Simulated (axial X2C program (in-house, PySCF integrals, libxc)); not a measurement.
**How long does NaTc take?**

A bond scan computed with an axial X2C code built on PySCF integrals. Basis: Tc dyall-cv3z [12s12p8d5f3g], Na dyall-cv3z [9s8p5d2f] (cores contracted in-house).

Input:
```json
{
 "zs": [
  43,
  11
 ],
 "q": 0,
 "bas": [
  "dyall-cv3z",
  "dyall-cv3z"
 ],
 "levels": [
  "PBE0",
  "HF",
  "BLYP"
 ],
 "cc": true,
 "r0": 2.83,
 "thr": -1.0,
 "nmax": 90,
 "npts": 10,
 "nst": 2,
 "ntry": 6
}
```
```bash
python so2c.py task.json out
```

Keys: zs atomic numbers; q charge; bas basis sets; levels methods; cc coupled cluster on or off; r0 starting distance in Å; thr threshold in hartree for freezing inner shells (an s shell follows its p shell); nmax most natural virtual spinors; npts points on the curve; nst determinants followed; ntry starts of the search. HF also brings MP2.

Hardware: 1 thread of Arm Neoverse V1 (shared host).

Wall time of one point of each curve, integrals apart:

```json
{"Hamiltonian": "spin-free", "level": "PBE0", "points": "10", "seconds a point": "0.69"}
{"Hamiltonian": "spin-free", "level": "HF", "points": "10", "seconds a point": "0.49"}
{"Hamiltonian": "spin-free", "level": "CCSD(T) (8 electrons, 89 virtuals)", "points": "7", "seconds a point": "3.8"}
{"Hamiltonian": "spin-free", "level": "BLYP", "points": "10", "seconds a point": "0.42"}
{"Hamiltonian": "2c", "level": "PBE0", "points": "10", "seconds a point": "0.94"}
{"Hamiltonian": "2c", "level": "HF", "points": "10", "seconds a point": "0.92"}
{"Hamiltonian": "2c", "level": "CCSD(T) (8 electrons, 90 virtuals)", "points": "7", "seconds a point": "4.1"}
{"Hamiltonian": "2c", "level": "BLYP", "points": "10", "seconds a point": "0.49"}
```

The rest:

Search with its distance optimisation 43 s, atoms 22 s, whole task 170 s. Coupled cluster runs on the points near the minimum only. The program drops outer points, and coupled cluster, when its time limit (not in the input) nears; MP2, further determinants and curves that did not converge are not in the table.
